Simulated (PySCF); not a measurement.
Ionisation of 2-bromopropane

System: `CC(C)Br` (C3H7Br). Atom numbers as in the mapped SMILES `[CH3:1][CH:2]([CH3:3])[Br:4]`.

These are calculated values, ωB97X-D3(BJ)/ma-def2-TZVP in PySCF (grid level 2) at geometries from PBE0-D3(BJ)/def2-SVP. Thermal corrections: PBE0-D3(BJ)/def2-SVP frequencies, unscaled, ideal gas at 298.15 K and 1 bar, quasi-RRHO entropy.

Frontier levels of the parent: HOMO -10.27 eV, LUMO 1.13 eV.

Oxidation to the radical cation:
```
Vertical ionisation energy (electronic)              : 10.31 eV
Adiabatic ionisation energy (with zero-point energy) : 10.18 eV
Adiabatic, electronic part                           : 10.28 eV
Vertical gap at the product's structure              : 10.05 eV
Inner reorganisation energy (four-point)             : 267 meV
Relaxation of product / of parent                    : 37 / 230 meV
⟨S²⟩ of the product                                  : 0.753
Largest spin populations                             : Br4 0.88
Largest changes of atomic charge                     : Br4 0.70
Distances that move most (Å)                         : C2–H 1.099 → 1.133; C2–C3 1.513 → 1.503; C1–C2 1.513 → 1.503
Potential in THF                                     : 8.04 V absolute, 3.29 V against Fc+/Fc computed at 4.74 V (solvation -10 → -215 kJ/mol)
```

Solvents are IEF-PCM continua (electrostatics only, gas-phase structures); absolute potentials refer to an electron at rest in vacuum. Fc+/Fc in THF, 4.74 V, is ωB97X-D3(BJ)/ma-def2-TZVP on PBE0-D3(BJ)/def2-SVP structures with GFN2-xTB thermal terms. Benchmark calculations put it near 5.0 V in acetonitrile and DMSO, so it is about 0.3 V low, and the value against it can read up to that much too high.

Measured values (NIST Chemistry WebBook, evaluated or the median of agreeing entries): adiabatic ionisation energy 10.10 eV (computed 10.18, difference 0.08).

Caveats: spin-orbit coupling is left out of the energies, which matters for open shells on the heavier atoms; atoms from Ga to Kr are treated without relativity; the split of the reorganisation energy is sensitive to the structures, which come from another level (PBE0-D3(BJ)/def2-SVP).

Differences come from unrounded values, so a last digit can differ from that of the printed terms.
